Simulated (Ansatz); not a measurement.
`C[Si](C)(C)C#Cc1cc2sc(-c3cc4sc(-c5cc6sc(-c7cc8sc(C#C[Si](C)(C)C)cc8s7)cc6s5)cc4s3)cc2s1`, relaxed as a singlet with RKS PBE-D4/def2-SVP in Ansatz, starting from the GFN2-xTB geometry. Force threshold 0.03 eV/Å.

Single mean-field runs in def2-SVP are fitted with def2-universal-jkfit.

Start:

```xyz
70

C    -5.176  -15.583   -0.489
Si   -4.534  -15.009    1.210
C    -3.015  -16.025    1.751
C    -5.916  -15.088    2.520
C    -4.003  -13.236    1.048
C    -3.635  -12.085    0.964
C    -3.220  -10.759    0.849
C    -2.460  -10.047    1.744
C    -2.240   -8.738    1.300
S    -1.402   -7.367    1.934
C    -1.863   -6.415    0.531
C    -1.450   -5.059    0.431
C    -0.717   -4.330    1.339
C    -0.498   -3.022    0.895
S     0.319   -1.640    1.532
C    -0.112   -0.703    0.112
C     0.284    0.659    0.000
C     0.028    1.518   -1.046
C     0.564    2.787   -0.814
S     0.598    4.272   -1.695
C     1.520    5.037   -0.413
C     1.917    6.399   -0.532
C     2.720    7.112    0.329
C     2.898    8.429   -0.104
S     3.764    9.798    0.500
C     3.212   10.762   -0.864
C     3.597   12.096   -0.984
C     3.935   13.255   -1.088
Si    4.437   15.035   -1.251
C     5.808   15.145   -2.572
C     5.080   15.598    0.451
C     2.906   16.041   -1.778
C     2.408   10.054   -1.723
C     2.234    8.734   -1.293
S     1.372    7.363   -1.893
C     1.774    4.180    0.634
C     1.233    2.912    0.405
S     1.198    1.427    1.286
C    -0.843   -1.435   -0.797
C    -1.059   -2.741   -0.352
S    -1.877   -4.122   -0.993
C    -2.616   -7.133   -0.367
C    -2.829   -8.445    0.069
S    -3.674   -9.812   -0.563
H    -4.405  -15.504   -1.248
H    -6.019  -14.980   -0.813
H    -5.505  -16.619   -0.460
H    -2.218  -15.960    1.017
H    -3.264  -17.075    1.874
H    -2.619  -15.668    2.697
H    -6.267  -16.106    2.667
H    -5.572  -14.717    3.481
H    -6.770  -14.486    2.223
H    -2.088  -10.460    2.663
H    -0.367   -4.731    2.272
H    -0.514    1.241   -1.930
H     3.159    6.699    1.218
H     6.143   16.169   -2.713
H     5.460   14.778   -3.533
H     6.673   14.552   -2.289
H     5.399   16.636    0.435
H     5.928   14.997    0.767
H     4.310   15.502    1.211
H     3.145   17.095   -1.887
H     2.514   15.692   -2.729
H     2.110   15.958   -1.044
H     1.973   10.479   -2.608
H     2.315    4.459    1.518
H    -1.200   -1.045   -1.731
H    -2.989   -6.722   -1.287
```

Question: Estimate the energy that the relaxation releases and the steps that it takes.

Answer: 14.3 kcal/mol, in 6 steps; 32 s on 4 threads of AMD EPYC 7R13 on a shared host and a share (37 GiB) of an NVIDIA H100 80GB HBM3. No frequencies were taken in this run, so the end may be a saddle point.

Question: Does the start keep its bonding and symmetry?

Answer: By distances, no bond broke or formed. The bond that changes most is C27–C28, from 1.21 to 1.24 Å (atoms count from 1).

Question: Predict the relaxed structure.

Answer: 
```xyz
70

C    -5.226  -15.766   -0.462
Si   -4.591  -15.196    1.224
C    -3.100  -16.228    1.761
C    -5.964  -15.299    2.520
C    -4.051  -13.434    1.074
C    -3.674  -12.256    0.993
C    -3.256  -10.919    0.890
C    -2.484  -10.179    1.793
C    -2.272   -8.858    1.335
S    -1.429   -7.465    1.953
C    -1.889   -6.506    0.539
C    -1.465   -5.133    0.439
C    -0.722   -4.384    1.355
C    -0.508   -3.062    0.899
S     0.305   -1.658    1.530
C    -0.129   -0.708    0.100
C     0.276    0.669   -0.015
C     0.029    1.547   -1.075
C     0.580    2.825   -0.835
S     0.635    4.326   -1.717
C     1.550    5.108   -0.418
C     1.948    6.488   -0.537
C     2.767    7.222    0.326
C     2.933    8.556   -0.116
S     3.799    9.946    0.469
C     3.240   10.923   -0.905
C     3.635   12.267   -1.015
C     3.988   13.451   -1.106
Si    4.500   15.221   -1.256
C     5.862   15.349   -2.561
C     5.139   15.794    0.428
C     2.991   16.233   -1.778
C     2.420   10.187   -1.768
C     2.252    8.858   -1.318
S     1.383    7.466   -1.900
C     1.798    4.232    0.643
C     1.253    2.951    0.401
S     1.198    1.448    1.281
C    -0.870   -1.460   -0.817
C    -1.079   -2.781   -0.362
S    -1.894   -4.185   -0.994
C    -2.656   -7.245   -0.365
C    -2.871   -8.569    0.087
S    -3.713   -9.958   -0.532
H    -4.432  -15.691   -1.233
H    -6.085  -15.148   -0.794
H    -5.560  -16.823   -0.414
H    -2.282  -16.161    1.016
H    -3.384  -17.295    1.869
H    -2.705  -15.877    2.735
H    -6.309  -16.347    2.640
H    -5.607  -14.938    3.506
H    -6.835  -14.680    2.225
H    -2.109  -10.605    2.731
H    -0.362   -4.792    2.308
H    -0.526    1.258   -1.976
H     3.225    6.794    1.226
H     6.191   16.403   -2.679
H     5.503   14.988   -3.546
H     6.745   14.742   -2.276
H     5.459   16.856    0.381
H     6.009   15.187    0.751
H     4.352   15.705    1.204
H     3.258   17.305   -1.883
H     2.594   15.880   -2.751
H     2.179   16.151   -1.027
H     1.980   10.623   -2.673
H     2.341    4.526    1.549
H    -1.237   -1.055   -1.768
H    -3.041   -6.827   -1.304
```
Bond lengths: 27 × C–C 1.24 to 1.44 Å; 16 × C–S 1.74 to 1.78 Å; 8 × C–Si 1.85 to 1.89 Å; 26 × C–H 1.10 to 1.11 Å.
